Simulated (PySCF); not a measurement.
C3H4, SMILES C1C=C1.

Geometry: B3LYP-D3(BJ)/def2-TZVP.

Level of theory: TDA-B3LYP/def2-SVPD in PySCF.

Vertical excitations. Gas-phase values at a fixed geometry. State labels are in the subgroup C2v.

Computed excitation energies, oscillator strengths and character:
| state | symmetry | energy (eV) | λ (nm) | f | main pairs |
|---|---|---|---|---|---|
| S1 | B1 | 6.53 | 190 | 0.002 | HOMO−1→LUMO 99 % |
| S2 | B2 | 6.72 | 184 | 0.082 | HOMO→LUMO 89 % |
| S3 | B1 | 7.05 | 176 | 0.003 | HOMO→LUMO+1 100 % |
| S4 | A2 | 7.38 | 168 | 0.000 | HOMO→LUMO+2 96 % |
| S5 | B1 | 7.39 | 168 | 0.035 | HOMO→LUMO+3 99 % |
| S6 | A2 | 7.73 | 160 | 0.000 | HOMO−2→LUMO 96 % |
| S7 | B2 | 8.20 | 151 | 0.002 | HOMO−1→LUMO+1 99 % |
| S8 | B2 | 8.59 | 144 | 0.100 | HOMO−1→LUMO+3 98 % |
| S9 | A1 | 8.61 | 144 | 0.081 | HOMO−1→LUMO+2 99 % |
| S10 | B1 | 8.88 | 140 | 0.036 | HOMO→LUMO+4 99 % |
| T1 | B2 | 4.21 | 295 | 0 | HOMO→LUMO 97 % |
| T2 | B1 | 6.08 | 204 | 0 | HOMO−1→LUMO 99 % |
| T3 | B1 | 6.93 | 179 | 0 | HOMO→LUMO+1 96 % |
| T4 | A2 | 7.19 | 172 | 0 | HOMO→LUMO+2 94 % |
Triplets are in the Tamm–Dancoff approximation.
